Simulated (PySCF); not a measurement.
C6H11O2P.
Atom-mapped SMILES: `[CH3:1][O:2][C:3]1=[C:4]([CH3:5])[CH2:6][P@H:7](=[O:8])[CH2:9]1`

NICS is the negative of the GIAO shielding at a point without a nucleus: at the ring centre (0) and 1 Å above and below it (1); zz is the component along the ring normal. Level: GIAO PBE0/pcSseg-1 (PySCF, non-relativistic, gas phase) on the GFN2-xTB geometry, one conformer.

Ring bond lengths (Å), with Mayer bond orders in brackets: C3–C4 1.338 (1.71), C4–C6 1.504 (1.04), C6–P7 1.828 (0.91), P7–C9 1.835 (0.89), C9–C3 1.506 (1.03).

Task: Give the NICS values of each ring in ppm.

Result: 
| ring | type | NICS(0) | NICS(1), two faces | NICS(1)zz, two faces | rms pucker (Å) | centre to ring atoms, mean (Å) |
| --- | --- | --- | --- | --- | --- | --- |
| C3–C4–C6–P7–C9 | 5-membered ring with P; formal bonds 1 double, 4 single | -5.3 | -6.4 / -1.9 | -3.0 / 2.1 | 0.14 | 1.35 |

Task: What do they say, and how far can they be read as aromaticity?

Result: 
- C3–C4–C6–P7–C9: mean NICS(1)zz -0.4 ppm, near zero. C6, P7, C9 have four or more neighbours, so the value isn't read as a sign of a π ring current. The two faces differ by 5.1 ppm, so no symmetry operation interchanges them.

Task: How shielded are the nuclei of the rings and their hydrogens (means over atoms taken as equivalent)?

Result: 
```csv
atoms,environment,σ isotropic (ppm)
C3,vinylic carbon bearing oxygen,35.0
C4,fully substituted alkene carbon,77.1
C6,sp3 carbon bound to phosphorus,148.0
P7,phosphoryl phosphorus,312.5
C9,sp3 carbon bound to phosphorus,156.2
H on C6,methylene hydrogen,29.06
H on C6,methylene hydrogen,29.49
H on P7,P–H hydrogen,24.37
H on C9,methylene hydrogen,29.10
H on C9,methylene hydrogen,29.05
```

The run took about 1.7 min of CPU time (one thread, shared machine). This is the whole shielding run at PBE0/pcSseg-1, SCF included.
